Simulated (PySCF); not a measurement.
Static response to an electric field

Compound: BEt2I, C4H10BI.
Structure used (PBE0-D3(BJ)/def2-SVP), in Å, numbered top down from 1:
```xyz
16
C4H10BI angstrom
B     -0.1513   -0.2246   -0.0785
C      1.3694   -0.3977    0.2529
C      1.9544   -1.7715    0.5440
H      1.6111    0.3180    1.0613
H      1.8635    0.0464   -0.6385
H      3.0374   -1.7180    0.7324
H      1.4830   -2.2273    1.4283
H      1.7917   -2.4627   -0.2960
C     -0.8655    1.1620    0.0608
C     -2.1701    1.4437   -0.6692
H     -0.1111    1.9420   -0.1553
H     -1.0156    1.2482    1.1587
H     -2.5447    2.4556   -0.4526
H     -2.0439    1.3606   -1.7596
H     -2.9530    0.7258   -0.3827
I     -1.2897   -1.9344   -0.7393
```

Level: PBE0/def2-SVPD (PySCF), static field, nuclei fixed, core orbitals frozen in the response. The polarisability tensor in these axes (au):

```
x   104.59   1.25   9.40
y     1.25 109.18   4.96
z     9.40   4.96  82.89
```

Q: Give the principal values, the mean and the anisotropy Δα = √{½[(α1 − α2)² + (α2 − α3)² + (α1 − α3)²]}.

A: Principal values 78.80, 105.93 and 111.93 au; mean 98.88 au = 14.65 Å³ = 16.30 × 10⁻⁴⁰ C²·m²/J; Δα = 30.58 au (31 % of the mean).

Q: What is the dipole moment, and where does it point?

A: (1.00, 1.51, 0.58) D, 1.90 D in size, pointing from the negative to the positive side. Measured along this direction, the outermost atoms are I16 at the negative end and H11 and H4 at the positive end.

Q: Estimate the molar refractivity from the static electronic polarisability.

A: Lorentz–Lorenz: R = (4π/3)N_A α = 2.5225 cm³/(mol·Å³) × 14.65 Å³ = 37.0 cm³/mol, in the limit of long wavelengths.

Q: What depolarisation ratio follows for Rayleigh scattering of linearly polarised light, taking the static tensor?

A: ρ = 3Δα²/(45ᾱ² + 4Δα²) = 2804.6/(440014 + 3739.4) = 0.00632.

Q: Find the Langevin capture rate constant for NH4+ (18.034 u) meeting this molecule (195.992 u), k = 2.342 × 10⁻⁹ cm³/s × √(α in Å³ / reduced mass in u).

A: The reduced mass is 16.51 u, so k = 2.21 × 10⁻⁹ cm³/s. The formula leaves out the permanent dipole, which adds to the capture rate.

Q: Refractivity n − 1 of an ideal gas of it at 350 K and 1 atm, from the electronic α?

A: N = p/kT = 2.0968 × 10¹⁹ cm⁻³, so n − 1 = 2π × N × 14.65 × 10⁻²⁴ cm³ = 1931 × 10⁻⁶ at long wavelengths.

Q: Sum over states: ᾱ = Σ f/ω², ω in Eh. What share falls to these 10 lowest TDDFT singlets (eV, f)? 4.62, 0.0001; 5.61, 0.0935; 5.92, 0.0005; 6.13, 0.0381; 6.24, 0.0013; 6.65, 0.0378; 6.75, 0.0107; 7.27, 0.0241; 7.31, 0.0008; 7.33, 0.0242.

A: They add up to 4.48 au, 4.5 % of the 98.88 au; the largest single term is 2.20 au, from the state at 5.61 eV. Terms in order: 0.00, 2.20, 0.01, 0.75, 0.02, 0.63, 0.17, 0.34, 0.01, 0.33 au. Higher excitations give the rest. The strengths listed sum to 0.231.

Isolated species at its PBE0-D3(BJ)/def2-SVP geometry (one conformer only). Atoms past krypton carry effective core potentials; spin–orbit coupling is left out.
